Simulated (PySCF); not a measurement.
A side-by-side comparison of computed properties.

First species: C5H7ClOSi.
SMILES: `C#CCC(=O)[SiH2]CCl`

Second species: PH4 (charge +1).
Z-matrix (Å and degrees, GFN2-xTB geometry), rows numbered from 1:
```
P 
H   1  1.3748
H   1  1.3748  2  109.44
H   1  1.3749  2  109.42  3  -119.96
H   1  1.3749  2  109.53  3   119.98
```

Levels: B3LYP/def2-SVPD for HOMO energy, LUMO energy, HOMO–LUMO gap, static isotropic polarisability and electronic spatial extent ⟨r²⟩ about the centre of nuclear charge; TDDFT B3LYP/def2-SVPD for lowest singlet excitation; TDA B3LYP/def2-SVPD for lowest triplet excitation (Tamm–Dancoff). Geometries: GFN2-xTB. Each species is one conformer at its optimised geometry, gas phase, non-relativistic unless stated. Electronic properties by PySCF.

The conformers computed, where there is a choice (atom-mapped SMILES and torsion angles):
- `[CH:1]#[C:2][CH2:3][C:4](=[O:5])[SiH2:6][CH2:7][Cl:8]`: C2–C3–C4–O5 -140°, C3–C4–Si6–C7 163°, C4–Si6–C7–Cl8 180°

```tsv
property	column X	column Y
HOMO energy	-7.00 eV	-19.11 eV
LUMO energy	-1.92 eV	-6.11 eV
HOMO–LUMO gap	5.08 eV	13.00 eV
lowest singlet excitation	3.47 eV	11.41 eV
lowest triplet excitation (Tamm–Dancoff)	2.85 eV	10.18 eV
static isotropic polarisability	101.3 au	19.9 au
electronic spatial extent ⟨r²⟩ about the centre of nuclear charge	1943 bohr²	51 bohr²
```

(1) Which column belongs to which species?

(2) How does each property change from the first species to the second?

Answers

(1) Column X is the first species and column Y the second. The first has 15 atoms and 76 electrons, the second 5 and 18; their charges are 0 and +1, their HOMO energies -7.00 eV and -19.11 eV.

(2) HOMO energy -12.11 eV; LUMO energy -4.19 eV; HOMO–LUMO gap +7.92 eV; lowest singlet excitation +7.94 eV; lowest triplet excitation (Tamm–Dancoff) +7.33 eV; static isotropic polarisability -81.4 au; electronic spatial extent ⟨r²⟩ about the centre of nuclear charge -1892 bohr².

On the first: S1 lies 1.61 eV below the HOMO–LUMO gap; its leading configuration is HOMO→LUMO, weight 0.97. The polarisability is 15.00 Å³ as a volume (1 au = 0.148185 Å³), or 1.33 au for each of the 76 electrons.

On the second: S1 lies 1.59 eV below the HOMO–LUMO gap. The 8 singlets span 11.41 to 12.28 eV, and their oscillator strengths add up to 0.02.
